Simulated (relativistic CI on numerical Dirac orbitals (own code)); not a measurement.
Hyperfine structure of Au LXXIII, mass number 197

Computed by Dirac-Coulomb-Breit CI, orbitals from a KLI potential per configuration, a model potential for QED, unscaled Slater integrals (own radial code, finite nucleus).

CI space (outside the closed core 1s2): 2s²2p³, 2s2p⁴, 2p⁵, 2p⁴3s, 2s²2p²3s, 2p⁴3p, 2s²2p²3p, 2p⁴3d, 2s²2p²3d, 2s2p³3s, 2s2p³3p, 2s2p³3d, 2s²2p²4s, 2s²2p²4p, 2s²2p²4d, 2s²2p²4f. Levels of other configurations are missing.

Nuclear spin I = 3/2, μ = 0.1452 μN, Q = 0.547 b (tables of Stone and Pyykkö). The electronic factors are computed for point nuclear moments, without core polarisation or the Bohr-Weisskopf and QED corrections.

```csv
Level,E (10³ cm⁻¹),A (GHz),B (GHz)
2s²2p³ ²D°5/2,15420.0,283.4,-2.28
2s²2p³ ²P°1/2,15897.6,1011,
2s2p⁴ ⁴P5/2,18347.4,702.6,116
2s2p⁴ ²S1/2,19295.2,3109,
2s2p⁴ ²P3/2,19306.3,-500.9,-94.2
2s²2p³ ²P°3/2,31170.3,102.6,-1160
2s2p⁴ ⁴P3/2,33830.8,715.5,-884
2s2p⁴ ²D5/2,34176.8,887,-1250
```

Levels with J = 0, under 50 % of one LS term, or S terms without an open s electron are left out. Small factors come from cancelling terms and can be off by tens of per cent or more.

At this charge energies of transitions that change n are usually good to better than 1 %, and those within a shell (Δn = 0) to a few per cent.

Q: Give the hyperfine levels of 2s²2p³ ²P°1/2 relative to its centre of gravity.

A: With K = F(F + 1) − I(I + 1) − J(J + 1), E = AK/2: F = 1: -1264, F = 2: 758.5 GHz.

LS names give the leading component of a level, which can be under half, so a name can repeat, a term be missing and a line seem to break the LS rules.
